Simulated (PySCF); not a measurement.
Delta-SCF ions had no search for a lower state. Excitations are Tamm–Dancoff values on a coarser integration grid. The basis has no diffuse functions, so Rydberg states are missing or too high.

HB3O, SMILES `B(=O)B=B` (B–B–B–O torsion 95°) (charge 0, multiplicity 1)

These are CAM-B3LYP-D3(BJ)/def2-TZVP run with PySCF values and carry that method's errors.

HOMO: -7.95 eV
dipole moment: 4.05 D
LUMO: -3.75 eV
HOMO–LUMO gap: 4.19 eV
S1 excitation (TDA): 3.81 eV
S1 oscillator strength: 0.000
T1 excitation (TDA): 2.87 eV
S1–T1 gap (TDA): 0.94 eV
vertical ionisation energy (Delta-SCF): 8.99 eV
total energy: -4088.45 eV
cost: roughly 60 core-seconds

```xyz
5

B     -1.5295    -0.1798     0.3406
B     -0.0435    -0.0051     0.0901
B      1.5358     0.1808    -0.1768
O      2.7127     0.3189    -0.3757
H     -2.6755    -0.3148     0.5339
```
Charge 0, spin multiplicity 1.
